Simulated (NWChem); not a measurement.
# ZnH$_{2}$Se; SMILES [ZnH][SeH]

Program: NWChem. This build's default masses of Se (78.918 u) and Br (79.917 u) are each other's, which moves their modes by up to 0.6 %. The level has its own optimisation; frequencies are unscaled.

Problem. Predict the results for Hartree-Fock/3-21G. Quantities: r H–Zn (Å); r Se–Zn (Å); r H–Se (Å); highest harmonic frequency (cm⁻¹); lowest (cm⁻¹); zero-point energy (kcal/mol); dipole (D).

Solution. 
```json
{
  "r H–Zn (Å)": "1.554",
  "r Se–Zn (Å)": "2.398",
  "r H–Se (Å)": "1.474",
  "highest harmonic frequency (cm⁻¹)": "2330",
  "lowest (cm⁻¹)": "188",
  "zero-point energy (kcal/mol)": "7.5",
  "dipole (D)": "1.93"
}
```
